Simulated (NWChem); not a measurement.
System: C$_{4}$H$_{5}$O$_{2}$, doublet; SMILES CC(O)=C[C]=O

NWChem input:

```
start job
memory heap 200 mb stack 900 mb global 1100 mb
geometry units angstroms noautosym nocenter noautoz
  C      0.560378     2.172409    -0.039819
  C      0.095971     0.758396    -0.030485
  O     -1.197030     0.625090    -0.236059
  C      0.926013    -0.318589     0.171737
  C      0.360296    -1.632383     0.156522
  O     -0.791602    -1.943681    -0.014560
  H      0.021493     2.741513     0.733628
  H      1.639585     2.246019     0.136183
  H      0.313109     2.634076    -1.008464
  H     -1.414668    -0.338945    -0.213787
  H      1.992154    -0.175490     0.339112
end
basis spherical
  * library def2-svp
end
dft
  odft
  mult 2
  xc hfexch
  iterations 150
end
property
  hyperfine
end
task dft property
```

NWChem printed, in part:

```
             Northwest Computational Chemistry Package (NWChem) 7.3.0
             --------------------------------------------------------

                             Geometry "geometry" -> ""
                             -------------------------

 Output coordinates in angstroms (scale by  1.889725989 to convert to a.u.)

  No.       Tag          Charge          X              Y              Z
 ---- ---------------- ---------- -------------- -------------- --------------
    1 C                    6.0000     0.56037800     2.17240900    -0.03981900
    2 C                    6.0000     0.09597100     0.75839600    -0.03048500
    3 O                    8.0000    -1.19703000     0.62509000    -0.23605900
    4 C                    6.0000     0.92601300    -0.31858900     0.17173700
    5 C                    6.0000     0.36029600    -1.63238300     0.15652200
    6 O                    8.0000    -0.79160200    -1.94368100    -0.01456000
    7 H                    1.0000     0.02149300     2.74151300     0.73362800
    8 H                    1.0000     1.63958500     2.24601900     0.13618300
    9 H                    1.0000     0.31310900     2.63407600    -1.00846400
   10 H                    1.0000    -1.41466800    -0.33894500    -0.21378700
   11 H                    1.0000     1.99215400    -0.17549000     0.33911200

 Effective nuclear repulsion energy (a.u.)     219.3295163619

  xc_inp: hfexch multiplicative factor not found.
                              NWChem Property Module
                              ----------------------

  itol2e modified to match energy
  convergence criterion.

                                 NWChem DFT Module
                                 -----------------

 Summary of "ao basis" -> "ao basis" (spherical)
 ------------------------------------------------------------------------------
       Tag                 Description            Shells   Functions and Types
 ---------------- ------------------------------  ------  ---------------------
 C                          def2-svp                 6       14   3s2p1d
 O                          def2-svp                 6       14   3s2p1d
 H                          def2-svp                 3        5   2s1p

  itol2e modified to match energy
  convergence criterion.

            General Information
            -------------------
          SCF calculation type: DFT
          Wavefunction type:  spin polarized.
          No. of atoms     :    11
          No. of electrons :    45
           Alpha electrons :    23
            Beta electrons :    22
          Charge           :     0
          Spin multiplicity:     2
          Use of symmetry is: off; symmetry adaption is: off
          Maximum number of iterations: 150
          AO basis - number of functions:   109
                     number of shells:    51
          Convergence on energy requested:  1.00D-07
          Convergence on density requested:  1.00D-05
          Convergence on gradient requested:  5.00D-04

              XC Information
              --------------
                     Hartree-Fock (Exact) Exchange  1.000

      Superposition of Atomic Density Guess
      -------------------------------------

 Sum of atomic energies:        -302.37794490

      Non-variational initial energy
      ------------------------------

 Total energy =    -305.675451
 1-e energy   =    -845.408364
 2-e energy   =     320.403397
 HOMO         =      -0.117185
 LUMO         =      -0.029824

[...]

          ----------------------
          Hyperfine Interactions
          ----------------------

 Total Spin Density (Fermi Contact Term)
 ------------------ --------------------
     Atom            x         y         z       Density (a.u.)      Aiso(MHz)     Aiso(Gauss)
     1  13-C      1.05896   4.10526  -0.07525       0.015117         16.994424       6.064023
     2  13-C      0.18136   1.43316  -0.05761       0.027809         31.262662      11.155276
     3  17-O     -2.26206   1.18125  -0.44609      -0.006442          3.905230       1.393481
     4  13-C      1.74991  -0.60205   0.32454       0.137874        154.997237      55.306775
     5  13-C      0.68086  -3.08476   0.29578       0.557369        626.589188     223.582226
     6  17-O     -1.49591  -3.67302  -0.02751       0.219795       -133.238836     -47.542849
     7   1-H      0.04062   5.18071   1.38636      -0.000639         -2.856267      -1.019185
     8   1-H      3.09837   4.24436   0.25735      -0.000269         -1.203314      -0.429372
     9   1-H      0.59169   4.97768  -1.90572      -0.000639         -2.856719      -1.019347
    10   1-H     -2.67333  -0.64051  -0.40400      -0.001005         -4.493408      -1.603357
    11   1-H      3.76463  -0.33163   0.64083      -0.001245         -5.566273      -1.986181

           -------------------------------------------
           Anisotropic Interaction (Spin-Dipolar Term)
           -------------------------------------------

 ------------------------------------------------------------
     Atom            x         y         z
 ------------------------------------------------------------
     1  13-C      1.05896   4.10526  -0.07525

   Spin-Dipolar term (a.u.)
        xx             yy             zz             xy             xz             yz
 ------------------------------------------------------------------------------------------
      -0.007338       0.016798      -0.009460       0.005884      -0.000005      -0.000633

   Principal Comp. of -hf- tensor (au)            Anisotropic -hfcc- (MHz)               Anisotropic -hfcc- (Gauss)
 --------------------------------------------------------------------------------------------------------------------------
     -0.008673     0.018170    -0.009497      -1.163796     2.438246    -1.274449      -0.415271     0.870025    -0.454754

   Orientation of the principal axis of Hyperfine Tensor w.r.t absolute (molecular) frame
 --------------------------------------------------------------------------------------------------------------------------
      0.961179     0.224710    -0.160127
     -0.217824     0.974169     0.059559
      0.169375    -0.022367     0.985298

 ------------------------------------------------------------
     Atom            x         y         z
 ------------------------------------------------------------
     2  13-C      0.18136   1.43316  -0.05761

   Spin-Dipolar term (a.u.)
        xx             yy             zz             xy             xz             yz
 ------------------------------------------------------------------------------------------
       0.013887       0.037122      -0.051009      -0.031357       0.013170      -0.010826

   Principal Comp. of -hf- tensor (au)            Anisotropic -hfcc- (MHz)               Anisotropic -hfcc- (Gauss)
 --------------------------------------------------------------------------------------------------------------------------
     -0.007486     0.061348    -0.053862      -1.004518     8.232309    -7.227792      -0.358436     2.937488    -2.579051

   Orientation of the principal axis of Hyperfine Tensor w.r.t absolute (molecular) frame
 --------------------------------------------------------------------------------------------------------------------------
      0.803059    -0.573109    -0.163224
      0.587994     0.806568     0.060915
      0.096740    -0.144893     0.984707

 ------------------------------------------------------------
     Atom            x         y         z
 ------------------------------------------------------------
     3  17-O     -2.26206   1.18125  -0.44609

   Spin-Dipolar term (a.u.)
        xx             yy             zz             xy             xz             yz
 ------------------------------------------------------------------------------------------
       0.005089       0.046392      -0.051481       0.012435       0.008838      -0.004139

   Principal Comp. of -hf- tensor (au)            Anisotropic -hfcc- (MHz)               Anisotropic -hfcc- (Gauss)
 --------------------------------------------------------------------------------------------------------------------------
      0.003323     0.049873    -0.053195      -0.240414    -3.608760     3.849174      -0.085786    -1.287693     1.373479

   Orientation of the principal axis of Hyperfine Tensor w.r.t absolute (molecular) frame
 --------------------------------------------------------------------------------------------------------------------------
      0.950611     0.264508    -0.162401
     -0.257845     0.964245     0.061213
      0.172786    -0.016315     0.984824

 ------------------------------------------------------------
     Atom            x         y         z
 ------------------------------------------------------------
     4  13-C      1.74991  -0.60205   0.32454

   Spin-Dipolar term (a.u.)
        xx             yy             zz             xy             xz             yz
 ------------------------------------------------------------------------------------------
      -0.055160       0.115038      -0.059878       0.070765      -0.003541       0.001251

   Principal Comp. of -hf- tensor (au)            Anisotropic -hfcc- (MHz)               Anisotropic -hfcc- (Gauss)
 --------------------------------------------------------------------------------------------------------------------------
     -0.081394     0.140617    -0.059223     -10.922305    18.869408    -7.947103      -3.897344     6.733063    -2.835719

[...]
```

Level: UHF/def2-SVP, contact and dipolar terms. Geometry: optimised at PBE0/def2-SVP, spin-unrestricted. Not confirmed as a minimum by frequencies. No stability test was run on the SCF state.
